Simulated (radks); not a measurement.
Values are calculated unless marked as measured or tabulated.
Question: Sm2+, configuration [Xe] 4f5.75 5d0.25 (fractional occupations, a model configuration). Code: a radial shooting solver on a logarithmic mesh with Libxc functionals. Model: Dirac Kohn-Sham, LDA (Slater exchange, Perdew-Wang correlation), spin-unpolarised, spherical densities, point nucleus; open shells are shared between the two j in proportion to 2j + 1. Some entries of the table are withheld. Estimate them.

orbital     occ.  eigenvalue (Ry)  <r^2> (bohr^2)
1s1/2          2        -3425.301       0.0007057
2s1/2          2        -560.4625         0.01106
2p1/2          2        -531.4899        0.008054
2p3/2          4        -487.2339        0.009297
3s1/2          2        -123.6214             (1)
3p1/2          2              (2)         0.06946
3p3/2          4              (3)         0.07668
3d3/2          4        -80.44006         0.06164
3d5/2          6        -78.49283         0.06367
4s1/2          2        -25.41019          0.3791
4p1/2          2        -20.62257          0.4007
4p3/2          4        -18.64286          0.4410
4d3/2          4              (4)          0.5130
4d5/2          6              (5)          0.5291
5s1/2          2         -4.23763           2.211
5p1/2          2              (6)           2.814
5p3/2          4              (7)           3.153
4f5/2    2.46429              (8)           1.238
4f7/2    3.28571              (9)           1.281
5d3/2        0.1         -1.05435           7.091
5d5/2       0.15         -1.03255           7.345

Answer: 
(1) 3s1/2 <r^2> (bohr^2): 0.07434
(2) 3p1/2 eigenvalue (Ry): -111.1310
(3) 3p3/2 eigenvalue (Ry): -102.1742
(4) 4d3/2 eigenvalue (Ry): -10.75139
(5) 4d5/2 eigenvalue (Ry): -10.39756
(6) 5p1/2 eigenvalue (Ry): -2.93886
(7) 5p3/2 eigenvalue (Ry): -2.66864
(8) 4f5/2 eigenvalue (Ry): -1.29618
(9) 4f7/2 eigenvalue (Ry): -1.25499
